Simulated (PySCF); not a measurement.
Species: C₅H₁₄Si₂.
Z-matrix (Å and degrees, PBE0-D3(BJ)/def2-SVP geometry), rows numbered from 1:
```
C 
C   1  1.5276
C   2  1.5280  1  111.97
Si  2  1.8968  1  111.32  3  -125.00
C   4  1.8766  2  111.08  1   -56.61
C   5  1.3459  4  124.28  2   116.96
Si  6  1.8734  5  124.04  4  -178.69
H   1  1.1030  2  111.13  3   -58.21
H   1  1.1011  2  112.12  3  -178.82
H   1  1.1030  2  111.14  3    61.06
H   2  1.1067  1  108.44  3   119.45
H   3  1.1031  2  111.12  1    58.08
H   3  1.1014  2  112.16  1   178.45
H   3  1.1028  2  111.21  1   -61.14
H   4  1.4989  2  109.97  1    62.93
H   4  1.4991  2  109.09  1  -177.85
H   5  1.1010  4  117.75  2   -61.78
H   6  1.1004  5  118.20  4     1.31
H   7  1.4946  6  109.07  5     0.62
H   7  1.4966  6  110.74  5   120.96
H   7  1.4964  6  110.89  5  -119.82
```

Method: TDDFT B3LYP/def2-SVPD, vertical, gas phase, core orbitals frozen in the response (PySCF).

Kohn–Sham orbitals with the atoms that hold most of them (Löwdin shares over 4%, at most four atoms; ? is withheld):

```csv
orbital,ε (eV),atoms
HOMO-3,-9.06,"Si4 28%, H15 18%, H16 17%, C2 10%"
HOMO-2,-8.40,"C5 17%, Si4 16%, C2 12%, C6 12%"
HOMO-1,-7.93,?
HOMO,-7.49,?
LUMO,?,"C5 33%, C6 32%, Si7 8%, Si4 7%"
LUMO+1,0.23,"Si7 28%, Si4 10%, C6 9%, C5 7%"
LUMO+2,0.48,"C3 17%, Si4 10%, H12 8%, C2 7%"
```

(1) Which atoms hold the HOMO, and with what shares?

(2) Give the leading atoms of the HOMO-1.

(3) What is the LUMO energy, and the HOMO–LUMO gap?

## Answers

(1) C6 (bonded to C, Si and H) 21%; C5 (bonded to C, Si and H) 20%; C2 (bonded to 2 C, Si and H) 17%; Si4 (bonded to 2 C and 2 H) 12%. By element: carbon 57% or more, silicon 12% or more.

(2) C5 (bonded to C, Si and H) 24%; C6 (bonded to C, Si and H) 22%; Si4 (bonded to 2 C and 2 H) 13%; Si7 (bonded to C and 3 H) 10%. By element: carbon 46% or more, silicon 23%.

(3) ε(LUMO) = -1.10 eV; the gap is 6.39 eV (0.2349 hartree).

How does S1 compare with the orbital gap of 6.39 eV?

S1 is at 5.58 eV (f = 0.030), 0.82 eV below the gap, made of HOMO-1→LUMO (61%), HOMO→LUMO (31%). Its leading pair isn't HOMO and LUMO; the energies of that pair differ by 6.83 eV. 

Give energy, strength and leading configuration of S4 and S8, and follow the Löwdin shares of the leading atoms from the occupied to the empty orbital.

- S4 (6.87 eV, f 0.0001), HOMO→LUMO+1 (93%): C6 21% → 9%, C5 20% → 7%, Si7 at most 12% → 28%, Si4 12% → 10%
- S8 (7.32 eV, f 0.0011), HOMO-1→LUMO+1 (74%): C5 24% → 7%, C6 22% → 9%, Si7 10% → 28%, Si4 13% → 10%

Löwdin shares depend on the basis, the more so with diffuse functions.

One conformer stands for the species.
